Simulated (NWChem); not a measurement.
**Correlation energy of HFSi**

```
Si
F 1 1.6354
H 1 1.5468 2 96.80
```
Charge 0, spin multiplicity 1.

Program: NWChem. All single points use one geometry, from PBE0/def2-SVP, a minimum by its harmonic frequencies.

Basis set: def2-TZVP. Each correlation energy counts from its own Hartree-Fock reference.

The correlated methods keep 6 core orbitals frozen. The structure started from a generated list of species. Coupled-cluster values serve here as a point of comparison, not as the truth.

```tsv
method	correlation energy (mHa)
CR-CCSD[T]	?
CCSD(T)	?
CR-CCSD(T)	-376.7
CCSD+T(CCSD)	-379.6
MP2	-348.9
SCS-MP2	?
CCSD	?
```

Task: Complete the blanks.

Result: 
- CR-CCSD[T], correlation energy (mHa): -377.4
- CCSD(T), correlation energy (mHa): -378.7
- SCS-MP2, correlation energy (mHa): -348.1
- CCSD, correlation energy (mHa): -367.6
